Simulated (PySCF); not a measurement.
Molfile (atoms numbered from 1):
```
C3H11FSi2
     RDKit          3D

 17 16  0  0  0  0  0  0  0  0999 V2000
    2.3881    0.2233    0.9142 C   0  0  0  0  0  0  0  0  0  0  0  0
    1.5554   -0.7472   -0.4567 Si  0  0  0  0  0  4  0  0  0  0  0  0
   -0.2233   -0.0878   -0.6908 C   0  0  2  0  0  0  0  0  0  0  0  0
   -0.0984    1.2817   -0.9642 F   0  0  0  0  0  0  0  0  0  0  0  0
   -1.1437   -0.2732    0.5016 C   0  0  0  0  0  0  0  0  0  0  0  0
   -2.7160    0.7840    0.3969 Si  0  0  0  0  0  4  0  0  0  0  0  0
    3.4535   -0.0376    1.0001 H   0  0  0  0  0  0  0  0  0  0  0  0
    1.9117    0.0361    1.8886 H   0  0  0  0  0  0  0  0  0  0  0  0
    2.3106    1.2993    0.6948 H   0  0  0  0  0  0  0  0  0  0  0  0
    2.2946   -0.5773   -1.7449 H   0  0  0  0  0  0  0  0  0  0  0  0
    1.4799   -2.2086   -0.1365 H   0  0  0  0  0  0  0  0  0  0  0  0
   -0.6872   -0.5488   -1.5822 H   0  0  0  0  0  0  0  0  0  0  0  0
   -1.4432   -1.3327    0.5682 H   0  0  0  0  0  0  0  0  0  0  0  0
   -0.6339   -0.0322    1.4511 H   0  0  0  0  0  0  0  0  0  0  0  0
   -3.6905    0.3079    1.4276 H   0  0  0  0  0  0  0  0  0  0  0  0
   -3.3349    0.6266   -0.9554 H   0  0  0  0  0  0  0  0  0  0  0  0
   -2.4370    2.2270    0.6483 H   0  0  0  0  0  0  0  0  0  0  0  0
  1  2  1  0
  2  3  1  0
  3  4  1  0
  3  5  1  0
  5  6  1  0
  1  7  1  0
  1  8  1  0
  1  9  1  0
  2 10  1  0
  2 11  1  0
  3 12  1  6
  5 13  1  0
  5 14  1  0
  6 15  1  0
  6 16  1  0
  6 17  1  0
M  END
```

Geometry: PBE0-D3(BJ)/def2-SVP; GIAO absolute shieldings from PySCF 2.14, gas phase, non-relativistic, averaged over equivalent atoms.

At PBE0/pcSseg-1 (171 basis functions, 23 s wall time on 1 thread of an Arm Neoverse V1, shared host):
| atoms | σ (ppm) |
| --- | --- |
| C3 | 98.1 |
| C5 | 170.0 |
| C1 | 197.4 |
| Si2 | 390.4 |
| Si6 | 418.0 |
| F4 | 415.3 |
| H12 | 26.62 |
| H10 | 26.98 |
| H15/H16/H17 | 27.28 |
| H11 | 27.31 |
| H14 | 29.90 |
| H13 | 30.55 |
| H7/H8/H9 | 30.95 |

Task: Predict the values at CAM-B3LYP/pcSseg-1 on the same geometry.

Result: 
```tsv
atoms	σ at CAM-B3LYP/pcSseg-1	change
C3	94.7	-3.4
C5	168.0	-2.0
C1	195.7	-1.7
Si2	382.4	-8.0
Si6	411.1	-6.9
F4	422.8	+7.5
H12	26.74	+0.12
H10	27.13	+0.15
H15/H16/H17	27.41	+0.13
H11	27.46	+0.15
H14	30.04	+0.14
H13	30.70	+0.15
H7/H8/H9	31.02	+0.07
```

The largest change is at Si2 (silicon bonded to 2 C, 2 H). Cost: 171 basis functions, 30 s wall time on 1 thread of an Arm Neoverse V1, shared host. The order of the carbon signals is the same at both levels.
